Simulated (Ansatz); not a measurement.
The first iterations of a band of BFH2S2 (6 atoms, charge 0, multiplicity 1).

Level of theory: RKS PBE-D4/6-31G in Ansatz.

```yaml
movable_images: 9
climbing_image: yes
spring: 5.0 eV/Å²
optimiser: quadratic models (default)
start_path: through a guess of the saddle point
force_threshold: 0.03 eV/Å
iteration_limit: 60
end_points: relaxed
```

Image 0:

```xyz
6
Properties=species:S:1:pos:R:3
B -0.675 0.310 0.057
S 0.144 -0.118 1.658
S -0.048 0.074 -1.666
H 1.176 -0.504 -1.365
F -1.921 0.884 0.162
H 1.324 -0.645 1.154
```

Image 10:

```xyz
6
Properties=species:S:1:pos:R:3
B -1.175 0.579 -0.609
S 0.716 -0.950 0.762
S -0.943 0.288 -2.237
H 1.712 -0.788 -0.188
F -1.663 1.050 0.545
H 1.352 -0.179 1.726
```

| iteration | highest image above the first end (eV) | largest band force component (eV/Å) |
| --- | --- | --- |
| 1 | 3.443 | 18.841 |
| 2 | 1.796 | 5.653 |
| 3 | 1.855 | 3.272 |
| 4 | 1.652 | 1.243 |
| 5 | 3.101 | 9.718 |
| 6 | 1.567 | 1.773 |
| 7 | 1.523 | 0.990 |
| 8 | 1.818 | 2.200 |
| 9 | 1.868 | 4.706 |
| 10 | 1.527 | 1.423 |

Does the band converge within its limit, and where does its top end?

The forces met the threshold. It ended after 31 iterations with the highest image 1.557 eV above the first end. A vibrational analysis at the climbing image gives one clearly imaginary mode, 655i cm⁻¹: a first-order saddle point. The orbitals stay closed-shell, which can raise the energy where a bond breaks towards radicals; this wasn't checked here. Limits of this set-up: no polarisation functions.

Run time: 12 min on 1 CPU thread of a shared host.
